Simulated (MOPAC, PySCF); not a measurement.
C$_{2}$H$_{5}$NS, SMILES `S/C(=N\[H])C` (N–C–S–H torsion 180°), neutral singlet in the gas phase. 

Cartesian coordinates (Å):
```xyz
9

C     -0.9804    -0.2781    -0.2195
C      0.2975     0.3927     0.1787
N      0.3038     1.5773     0.6266
S      1.7963    -0.5686    -0.0140
H     -1.8073     0.4107    -0.0534
H     -0.9503    -0.5665    -1.2734
H     -1.1367    -1.1862     0.3684
H      1.2421     1.9067     0.8574
H      1.2350    -1.6880    -0.5002
```
Charge 0, multiplicity 1.

All levels are single points at this geometry (r2SCAN-D4/def2-TZVP); Pople sets use spherical d functions. Orbital energies aren't observables, and empty levels follow the basis.

HF/STO-3G in PySCF gives gap (eV) = 15.69.

Estimate the gap (eV) from each of these levels: PBE-D3(BJ)/def2-TZVP in PySCF; r2SCAN-D4/def2-TZVP in PySCF; M06-2X/6-31G* in PySCF; PBE/6-31G* in PySCF; SVWN5/6-31G* in PySCF; HF/6-31G* in PySCF; PM6 in MOPAC; PM7 in MOPAC.


```
level                          gap (eV)
-----------------------------  --------
PBE-D3(BJ)/def2-TZVP in PySCF      4.96
r2SCAN-D4/def2-TZVP in PySCF       5.43
M06-2X/6-31G* in PySCF             9.61
PBE/6-31G* in PySCF                5.13
SVWN5/6-31G* in PySCF              5.07
HF/6-31G* in PySCF                14.10
PM6 in MOPAC                       9.39
PM7 in MOPAC                       8.43
```
